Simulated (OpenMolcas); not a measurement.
Tm3+ with its 6 nearest oxide ions at 2.311 Å, on the Ca site of CaO (a = 4.8105 Å, distance in the model lattice 2.405 Å). The rest of the host is ab initio model potentials to 7.6 Å, with orthogonalisation functions on the cations behind the ligands, and point charges beyond; the distance is set by hand and nothing relaxes, and no local charge compensation is placed. Ligand basis ANO-RCC-VDZP.

| Property | Result |
| --- | --- |
| Program | OpenMolcas |
| Method | CASSCF |
| Basis | ANO-RCC-VDZP [7s6p4d2f1g] |
| Scalar Hamiltonian | DKH2, point nucleus |
| Active space | 12 electrons in 7 orbitals (4f) |
| State averaging | 2S+1 = 3 even, 21 roots; 2S+1 = 1 even, 27 roots kept (CI in the orbitals of an earlier block) |
| Spin-orbit coupling | state interaction with AMFI integrals over the reference wave functions |

What is the spin-free ground state (labels of O, the rotations of Oh)?

3T1, 3-fold in its orbital part, 100 % from free-ion H terms; it has the highest spin that f12 allows.

Where is the first state of the same spin?

3E at 136 cm-1 above the ground state.

What are the lowest two levels with spin-orbit coupling?

A 1-fold level A1, then a 3-fold level T1 79.4 cm-1 above it. Their leading multiplicities are 3 (99 %) and 3 (99 %).

What is χT at 300 K, and how does it compare with the textbook value?

Hund's rules give f12 the level 3H6 with g = 1.167, so an isolated free-ion multiplet has χT = g² J(J+1) / 8 = 7.146 cm3 K/mol. The computed 6.882 at 300 K differs by -4 %, through the field's splitting, the mixing of terms and any other multiplet in reach.

Without dynamic correlation the ligand-field splitting of an f shell can come out too small, at times by half. The first state left out of the spin-orbit step lies near 82000 cm-1 above the lowest spin-free state of the reference (among the parities and spins computed), and the lists stop at four fifths of that energy or lower. No measured value stands beside these numbers; the geometry was set by hand and not optimised.
